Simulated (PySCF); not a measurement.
## Mo¹⁸⁺ (molybdenum, charge +18) across methods

[Ar] 3d6, high-spin 5D determinant. All numbers are calculated (PySCF 2.14, no relativity, point nucleus, in an uncontracted even-tempered set (17 s from 1.7 bohr⁻², ratio 2.5; 11 p from 2.2 bohr⁻², ratio 2.5; 8 d from 2.2 bohr⁻², ratio 2.5; 4 f from 9.9 bohr⁻², ratio 2.7; 4 g from 15 bohr⁻², ratio 2.7)). The B2PLYP total includes its PT2 part (frozen core); its orbital energies are those of the SCF part.

| method | E (hartree) | mean ε 3p β (eV) | mean ε 3d α (eV) | mean ε 3d β (eV) | Σ⟨r²⟩ (bohr²) | ⟨S²⟩ |
| --- | --- | --- | --- | --- | --- | --- |
| r2SCAN | -3817.99 | -876.05 | -747.45 | -735.38 | 2.742 | 6.000 |
| r2SCAN0 | -3818.02 | -883.04 | -755.21 | -742.33 | 2.741 | 6.000 |
| PBE0 | -3817.65 | -881.11 | -753.11 | -740.87 | 2.743 | 6.000 |
| PBE | -3817.51 | -873.30 | -744.57 | -733.38 | 2.745 | 6.000 |
| LDA | -3813.33 | -873.07 | -744.58 | -732.51 | 2.747 | 6.000 |
| B2PLYP | -3817.89 | -889.01 | -762.07 | -748.72 | 2.743 | 6.000 |
| UHF | -3816.86725 | -902.29 | -777.10 | -761.46 | 2.741 | 6.001 |

A non-relativistic calculation at this Z misses sizeable relativistic shifts. Spin-orbit coupling, absent here, splits the open shell strongly.
